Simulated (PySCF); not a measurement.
# Bond lengths and vibrations by method: AlCH4

Calculated results; nothing here was measured. They come from PySCF 2.14.0, an open-source quantum chemistry program, on an isolated molecule that a program drew, which may never have been made. The molecule is AlCH4 (charge 0, doublet), drawn as the SMILES string `[CH3][AlH]`.

The geometry was optimised and harmonic frequencies were computed with HF and MP2, all in the cc-pV(D+d)Z basis, for the commonest isotopes, with a restricted reference for singlets and an unrestricted one otherwise, and a frozen core in MP2. Each result is a local minimum of its method.

Geometry at the HF minimum:
```xyz
6
AlCH4, angstrom
C    -0.1721    1.4275    0.5969
Al    1.2482    0.0948    0.9385
H    -1.1488    1.0119    0.8763
H    -0.0379    2.3684    1.1365
H    -0.2218    1.6546   -0.4757
H     1.1427   -1.3156    0.1951
```

Lengths of the bonds as drawn, in Å (atoms numbered as above):
```
  bond     HF    MP2
C1-Al2  1.977  1.977
 C1-H3  1.098  1.107
 C1-H4  1.093  1.102
 C1-H5  1.098  1.107
Al2-H6  1.598  1.598
```

Rotational constants, in GHz:
| constant | HF | MP2 |
|---|---|---|
| A | 100.9 | 99.72 |
| B | 11.22 | 11.21 |
| C | 10.77 | 10.76 |

Harmonic frequencies in cm^-1, each column in rising order, so a row needn't be the same motion in every method:
```
rank    HF   MP2
   1   102   115
   2   494   468
   3   578   530
   4   631   622
   5   809   770
   6  1315     ?
   7  1534  1435
   8  1544  1446
   9  1900  1885
  10  3136  3059
  11  3203  3149
  12  3244  3190
```

**Estimate the missing MP2 frequency from the HF column.**

A single factor s that minimises the squared misfit of MP2 against s times HF over the other rows is sum(HF x MP2) / sum(HF^2) = 0.9754, with an rms misfit of 33 cm^-1. For rank 6 it gives 0.9754 x 1315 = 1283 cm^-1. The calculation gives 1211 cm^-1, 72 cm^-1 below the estimate. The drawn bonds are on average 0.5 % longer in MP2 than in HF.
